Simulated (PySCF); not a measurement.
Isomers of C5H10FP, one GFN2-xTB conformer each. Single-point energies are computed at PBE0/pcSseg-1 (PySCF, gas phase, no added dispersion term), electronic only.

**Question.** Rank them by PBE0/pcSseg-1 energy, lowest first (kcal/mol).
A. `[H]/P=C(/F)C(C)(C)C`
B. `[CH3:1][CH2:2][C@@H:3]([CH3:4])/[P:5]=[CH:6]\[F:7]` with C1–C2–C3–C4 175°, C2–C3–P5–C6 129°

**Answer.** A (0.0), B (4.4).

As drawn, the lower has a quaternary carbon, which the higher lacks. GFN2-xTB itself gives, in the same order: 0.0, 8.0. Both levels put the same isomer lowest.

**Question.** Which frontier levels, dipoles and rotational constants go with these structures?

**Answer.** 
```tsv
SMILES	HOMO (eV, PBE0/pcSseg-1)	LUMO (eV)	dipole (D)	A, B, C (MHz)
[H]/P=C(/F)C(C)(C)C	-7.13	-1.40	2.67	2902, 1672, 1382
CC[C@@H](C)/P=C\F	-7.17	-1.34	0.57	2578, 1497, 1287
```
